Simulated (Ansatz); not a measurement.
```tsv
atom	x (Å)	y (Å)	z (Å)
Si	0.0000	0.0000	0.0000
C	0.0000	0.0000	3.3660
```

Basis set: pcseg-2 (spherical functions). Charge 0, multiplicity 3.

Computed with Ansatz (development build ahead of 0.2.0); each method stands on the lowest determinant of its kind that the runs found. Restricted functionals stand beside restricted open-shell atoms, which can lie above the unrestricted atoms usual in DFT and then raise those values.

(1) Give the atomization energy at this shape (free ground-state atoms in the same class of orbitals less the molecule, no zero-point energy) of triplet SiC by PBE (restricted open-shell), ROHF.

## Answers

(1)

| method | atomization energy |
| --- | --- |
| PBE (restricted open-shell) | 0.32 eV |
| ROHF | -1.37 eV |

Caution: stretched shape with no unrestricted run beside it, a lower state can exist; the shape is not the minimum. Caution for ROHF: the molecule lies well above its atoms at this level.
